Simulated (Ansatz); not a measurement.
Consider the ligand exchange at the Si–C bond: `C[SiH2]C(N)O` + H–F → `NC(O)[SiH2]F` + CH₄.

Calculated with Ansatz (gas phase, PBE0-D4/def2-TZVP geometries, no zero-point term in ΔE). CCSD(T)/CBS adds triple-zeta CCSD(T) − MP2 to the extrapolated MP2 energy (def2 sets, frozen cores). This one scheme is used for every species. Functionals use def2-TZVPP. One conformer a species, not always the lowest.

`C[SiH2]C(N)O`:

```xyz
14

C    -1.624   -1.219    0.866
Si   -0.532   -0.581   -0.507
C     0.605    0.848    0.035
N     1.613    1.214   -0.939
O     1.228    0.429    1.235
H    -2.302   -0.438    1.217
H    -2.226   -2.068    0.532
H    -1.007   -1.539    1.708
H    -1.349   -0.081   -1.652
H     0.365   -1.654   -1.027
H     0.006    1.755    0.214
H     1.276    1.901   -1.597
H     1.967    0.415   -1.452
H     1.980    1.019    1.365
```

H–F:

```xyz
2

F     0.358    0.221   -0.186
H    -0.358   -0.221    0.186
```

`NC(O)[SiH2]F`:

Z-matrix (Å, degrees):
```
C
O 1 1.412
Si 1 1.895 2 107.1
N 1 1.448 2 110.2 3 123.5
H 1 1.102 2 110.6 3 -119.0
H 2 0.965 1 106.1 3 -162.0
F 3 1.606 1 106.6 2 81.8
H 3 1.481 1 114.2 2 -37.7
H 3 1.487 1 109.1 2 -162.8
H 4 1.013 1 113.0 2 -84.6
H 4 1.010 1 112.8 2 150.7
```

CH₄:

Z-matrix (Å, degrees):
```
C
H 1 1.090
H 1 1.090 2 109.5
H 1 1.090 2 109.5 3 -120.0
H 1 1.090 2 109.5 3 120.0
```

```json
{"level": "ωB97X-V", "ΔE (kJ/mol)": "-138.9"}
{"level": "ωB97M-V", "ΔE (kJ/mol)": "-137.8"}
{"level": "PBE0", "ΔE (kJ/mol)": "-131.9"}
{"level": "SCS-MP2/def2-QZVPP", "ΔE (kJ/mol)": "-140.8"}
```

What does CCSD(T)/CBS give? (Estimate.)

Computed: -133.8 kJ/mol. The listed levels differ from it by -5.1, -4.0, 1.9, -7.0 kJ/mol.

What do rigid-rotor, harmonic-oscillator terms from PBE0-D4/def2-TZVP frequencies (298.15 K, 1 bar) make of the CCSD(T)/CBS value? (Estimate.)

Computed: ΔZPE = +4.5 kJ/mol, ΔH = -130.8 kJ/mol, ΔS = -5 J/(mol·K), ΔG = -129.3 kJ/mol.

Largest T1 diagnostic among the species: 0.011.

Leaving LDA and LC-ωPBE aside and taking each functional with its dispersion term where it has one, the values, not all of them listed here, spread over 22.9 kJ/mol, from BHLYP-D4 to revPBE-D4. LDA lies +5.8 kJ/mol from PBE without D4. From BLYP to BHLYP (50 % exact exchange), in def2-TZVPP and without D4, ΔE moves by −3.2 kJ/mol.

CCSD(T)/CBS has its own doubt, a few kJ/mol and more with outer-core shells, so smaller differences from it don't rank the levels.
